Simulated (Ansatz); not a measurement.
Ansatz (a quantum-chemistry and plane-wave program) input (B3LYP-D3(BJ)/def2-TZVP):

Ansatz 0.2 input:
```yaml
crystal:
  periodic: [false, false, false]
  atoms:
    - {symbol: B, position_ang: [-1.16156737, 0.43630842, 0.02571076]}
    - {symbol: Cl, position_ang: [0.46529914, -0.11147966, -0.00413971]}
    - {symbol: H, position_ang: [-2.10224853, -0.28638796, -0.05817867]}
basis:
  gaussian:
    orbitals: def2-TZVP
hamiltonian:
  xc: b3lyp
  dispersion: d3bj
magnetization: {spin_polarized: true, initial_magnetization: 1}
phonons: {temperatures: {t_min: 298.15, t_max: 298.15, t_step: 100}}
```

Output:

```
Functional definition: B3LYP
integrals: 0.01 GiB planned
476 factors; their error is unknown
mean field: 0.19 GiB planned
mean field evaluation 1: about -13213.9574 eV, gradient 1.1e1 eV
mean field evaluation 2: about -13213.9595 eV, gradient 1.2e1 eV
mean field evaluation 4: about -13214.7972 eV, gradient 6.8e-1 eV
mean field evaluation 8: about -13214.8275 eV, gradient 8.0e-2 eV
mean field evaluation 16: about -13214.8275 eV, gradient 1.3e-5 eV
mean field -13214.82754907 eV, -485.6359550966 hartree, gradient 1.3e-5 eV, S^2 0.752198; 0 other end points of the search recorded, 0 dependent functions left out
the calculation of the forces begins
reference -13214.82774970 eV, -485.6359624694 hartree; 12, 11 occupied and 62, 63 virtual orbitals, 476 factors
these checks for a lower state are left out or cut short: stability, starts, cluster_reference, orbital_swaps, neighbouring_geometries, increment
integrals: 0.01 GiB planned
476 factors; their error is unknown
mean field: 0.19 GiB planned
mean field -13214.82750142 eV, -485.6359533454 hartree, gradient 2.8e-6 eV, S^2 0.752200; 0 other end points of the search recorded, 0 dependent functions left out
the calculation of the forces begins
reference -13214.82770203 eV, -485.6359607179 hartree; 12, 11 occupied and 62, 63 virtual orbitals, 476 factors
these checks for a lower state are left out or cut short: stability, starts, cluster_reference, orbital_swaps, neighbouring_geometries, increment
integrals: 0.01 GiB planned
476 factors; their error is unknown
mean field: 0.19 GiB planned
mean field -13214.82750480 eV, -485.6359534696 hartree, gradient 2.5e-6 eV, S^2 0.752196; 0 other end points of the search recorded, 0 dependent functions left out
the calculation of the forces begins
reference -13214.82770544 eV, -485.6359608428 hartree; 12, 11 occupied and 62, 63 virtual orbitals, 476 factors
these checks for a lower state are left out or cut short: stability, starts, cluster_reference, orbital_swaps, neighbouring_geometries, increment
integrals: 0.01 GiB planned
476 factors; their error is unknown
mean field: 0.19 GiB planned
mean field evaluation 32: about -13214.7996 eV, gradient 9.4e-2 eV
mean field -13214.82749167 eV, -485.6359529873 hartree, gradient 1.0e-6 eV, S^2 0.752199; 0 other end points of the search recorded, 0 dependent functions left out
the calculation of the forces begins
reference -13214.82769229 eV, -485.6359603596 hartree; 12, 11 occupied and 62, 63 virtual orbitals, 476 factors
these checks for a lower state are left out or cut short: stability, starts, cluster_reference, orbital_swaps, neighbouring_geometries, increment
integrals: 0.01 GiB planned
476 factors; their error is unknown
mean field: 0.19 GiB planned
mean field -13214.82749466 eV, -485.6359530968 hartree, gradient 1.1e-6 eV, S^2 0.752197; 0 other end points of the search recorded, 0 dependent functions left out
the calculation of the forces begins
reference -13214.82769529 eV, -485.6359604701 hartree; 12, 11 occupied and 62, 63 virtual orbitals, 476 factors
these checks for a lower state are left out or cut short: stability, starts, cluster_reference, orbital_swaps, neighbouring_geometries, increment
integrals: 0.01 GiB planned
476 factors; their error is unknown
mean field: 0.19 GiB planned
mean field -13214.82754043 eV, -485.6359547789 hartree, gradient 2.6e-6 eV, S^2 0.752198; 0 other end points of the search recorded, 0 dependent functions left out
the calculation of the forces begins
reference -13214.82774105 eV, -485.6359621518 hartree; 12, 11 occupied and 62, 63 virtual orbitals, 476 factors
these checks for a lower state are left out or cut short: stability, starts, cluster_reference, orbital_swaps, neighbouring_geometries, increment
integrals: 0.01 GiB planned
476 factors; their error is unknown
mean field: 0.19 GiB planned
mean field -13214.82753887 eV, -485.6359547216 hartree, gradient 1.5e-6 eV, S^2 0.752198; 0 other end points of the search recorded, 0 dependent functions left out
the calculation of the forces begins
reference -13214.82773949 eV, -485.6359620944 hartree; 12, 11 occupied and 62, 63 virtual orbitals, 476 factors
these checks for a lower state are left out or cut short: stability, starts, cluster_reference, orbital_swaps, neighbouring_geometries, increment
integrals: 0.01 GiB planned
476 factors; their error is unknown
mean field: 0.19 GiB planned
mean field evaluation 64: about -13214.8275 eV, gradient 2.1e-6 eV
mean field -13214.82752179 eV, -485.6359540939 hartree, gradient 1.8e-6 eV, S^2 0.752198; 0 other end points of the search recorded, 0 dependent functions left out
the calculation of the forces begins
reference -13214.82772245 eV, -485.6359614682 hartree; 12, 11 occupied and 62, 63 virtual orbitals, 476 factors
these checks for a lower state are left out or cut short: stability, starts, cluster_reference, orbital_swaps, neighbouring_geometries, increment
integrals: 0.01 GiB planned
476 factors; their error is unknown
mean field: 0.19 GiB planned
mean field -13214.82750727 eV, -485.6359535602 hartree, gradient 1.8e-6 eV, S^2 0.752198; 0 other end points of the search recorded, 0 dependent functions left out
the calculation of the forces begins
reference -13214.82770785 eV, -485.6359609315 hartree; 12, 11 occupied and 62, 63 virtual orbitals, 476 factors
these checks for a lower state are left out or cut short: stability, starts, cluster_reference, orbital_swaps, neighbouring_geometries, increment
integrals: 0.01 GiB planned
476 factors; their error is unknown
mean field: 0.19 GiB planned
mean field -13214.82751882 eV, -485.6359539848 hartree, gradient 2.0e-6 eV, S^2 0.752197; 0 other end points of the search recorded, 0 dependent functions left out
the calculation of the forces begins
reference -13214.82771945 eV, -485.6359613579 hartree; 12, 11 occupied and 62, 63 virtual orbitals, 476 factors
these checks for a lower state are left out or cut short: stability, starts, cluster_reference, orbital_swaps, neighbouring_geometries, increment
integrals: 0.01 GiB planned
476 factors; their error is unknown
mean field: 0.19 GiB planned
mean field -13214.82751699 eV, -485.6359539177 hartree, gradient 2.2e-6 eV, S^2 0.752199; 0 other end points of the search recorded, 0 dependent functions left out
the calculation of the forces begins
reference -13214.82771761 eV, -485.6359612903 hartree; 12, 11 occupied and 62, 63 virtual orbitals, 476 factors
these checks for a lower state are left out or cut short: stability, starts, cluster_reference, orbital_swaps, neighbouring_geometries, increment
integrals: 0.01 GiB planned
476 factors; their error is unknown
mean field: 0.19 GiB planned
mean field -13214.82751822 eV, -485.6359539628 hartree, gradient 2.3e-6 eV, S^2 0.752198; 0 other end points of the search recorded, 0 dependent functions left out
the calculation of the forces begins
reference -13214.82771882 eV, -485.6359613347 hartree; 12, 11 occupied and 62, 63 virtual orbitals, 476 factors
these checks for a lower state are left out or cut short: stability, starts, cluster_reference, orbital_swaps, neighbouring_geometries, increment
integrals: 0.01 GiB planned
476 factors; their error is unknown
mean field: 0.19 GiB planned
mean field evaluation 96: about -13214.8275 eV, gradient 4.0e-2 eV
mean field -13214.82752976 eV, -485.6359543868 hartree, gradient 4.1e-7 eV, S^2 0.752198; 0 other end points of the search recorded, 0 dependent functions left out
the calculation of the forces begins
reference -13214.82773041 eV, -485.6359617607 hartree; 12, 11 occupied and 62, 63 virtual orbitals, 476 factors
Total energy: -13214.89563281 eV, -485.6384571279 hartree
Atom 0 at    -1.161567     0.436308     0.025711 Å, force     0.001938     0.000695     0.000096 eV/Å
Atom 1 at     0.465299    -0.111480    -0.004140 Å, force    -0.001444     0.000193    -0.000002 eV/Å
Atom 2 at    -2.102249    -0.286388    -0.058179 Å, force    -0.000493    -0.000887    -0.000093 eV/Å
Dipole moment:    -0.027139    -0.099581    -0.010082 e Å
Vibrations: 838.30 896.88 2641.86 cm⁻¹, zero-point energy 0.271342 eV
```

It need not be the lowest isomer of its formula.
